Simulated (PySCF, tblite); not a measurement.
Isomers of C4H9ClO2Si, one GFN2-xTB conformer each. Single-point energies are computed at PBE0/pcSseg-1 (PySCF, gas phase, no added dispersion term), electronic only.

```csv
SMILES,GFN2-xTB relative energy (kJ/mol)
[SiH3]O[C@@H]1OCC[C@H]1Cl,0.0
C=CO[C@@H](CCl)O[SiH3],116.9
C[C@@H]1O[C@@H](CCl)O[SiH2]1,58.2
```

Conformers: `[SiH3:1][O:2][C@@H:3]1[O:4][CH2:5][CH2:6][C@H:7]1[Cl:8]` with Si1–O2–C3–O4 -6°, O2–C3–O4–C5 -108°, C3–O4–C5–C6 12°, O4–C5–C6–C7 -30°, C5–C6–C7–Cl8 -83°; `[CH2:1]=[CH:2][O:3][C@@H:4]([CH2:5][Cl:6])[O:7][SiH3:8]` with C1–C2–O3–C4 1°, C2–O3–C4–C5 171°, O3–C4–C5–Cl6 -167°, O3–C4–O7–Si8 174°; `[CH3:1][C@@H:2]1[O:3][C@@H:4]([CH2:5][Cl:6])[O:7][SiH2:8]1` with O3–C4–C5–Cl6 -170°, C1–C2–O3–C4 -87°, C2–O3–C4–C5 -154°, O3–C4–O7–Si8 13°, C4–O7–Si8–C2 6°.

What does PBE0/pcSseg-1 give for the same structures?

```json
{"SMILES": "[SiH3]O[C@@H]1OCC[C@H]1Cl", "PBE0/pcSseg-1 E (Eh)": "-1057.31624", "PBE0/pcSseg-1 (kJ/mol)": "0.0", "GFN2-xTB (kJ/mol)": "0.0", "point group": "C1"}
{"SMILES": "C[C@@H]1O[C@@H](CCl)O[SiH2]1", "PBE0/pcSseg-1 E (Eh)": "-1057.31548", "PBE0/pcSseg-1 (kJ/mol)": "2.0", "GFN2-xTB (kJ/mol)": "58.2", "point group": "C1"}
{"SMILES": "C=CO[C@@H](CCl)O[SiH3]", "PBE0/pcSseg-1 E (Eh)": "-1057.27951", "PBE0/pcSseg-1 (kJ/mol)": "96.4", "GFN2-xTB (kJ/mol)": "116.9", "point group": "C1"}
```

Both levels put the same isomer lowest; measured from each level's own lowest isomer, the values differ by up to 56.2 kJ/mol (C[C@@H]1O[C@@H](CCl)O[SiH2]1: 58.2 against 2.0). As drawn, the highest has a C=C bond outside aromatic rings, which the lowest lacks. Neighbours under 10 kJ/mol apart ([SiH3]O[C@@H]1OCC[C@H]1Cl and C[C@@H]1O[C@@H](CCl)O[SiH2]1) can change places with a better method, another conformer or zero-point energy.

Which frontier levels, dipoles and rotational constants go with these structures?

| SMILES | HOMO (eV, PBE0/pcSseg-1) | LUMO (eV) | dipole (D) | A, B, C (MHz) |
| --- | --- | --- | --- | --- |
| [SiH3]O[C@@H]1OCC[C@H]1Cl | -8.13 | 0.44 | 2.06 | 3087, 886.1, 799.4 |
| C[C@@H]1O[C@@H](CCl)O[SiH2]1 | -7.75 | 0.13 | 3.31 | 3029, 798.8, 702.8 |
| C=CO[C@@H](CCl)O[SiH3] | -7.09 | 0.32 | 0.54 | 1920, 985.8, 709.7 |

What happens when harmonic zero-point energies from GFN2-xTB frequencies are added?

| SMILES | ZPE (kJ/mol) | electronic (kJ/mol) | with ZPE (kJ/mol) |
| --- | --- | --- | --- |
| [SiH3]O[C@@H]1OCC[C@H]1Cl | 323.4 | 0.0 | 0.0 |
| C[C@@H]1O[C@@H](CCl)O[SiH2]1 | 328.0 | 2.0 | 6.7 |
| C=CO[C@@H](CCl)O[SiH3] | 314.9 | 96.4 | 88.0 |

The zero-point energies span 13.1 kJ/mol. The order is unchanged.

As an exercise, what shares would exp(−E/RT) give at 298.15 K from these electronic energies alone (no entropy, no degeneracies)?

RT = 2.479 kJ/mol: [SiH3]O[C@@H]1OCC[C@H]1Cl 69.1 %, C[C@@H]1O[C@@H](CCl)O[SiH2]1 30.9 %, C=CO[C@@H](CCl)O[SiH3] under 0.1 %.
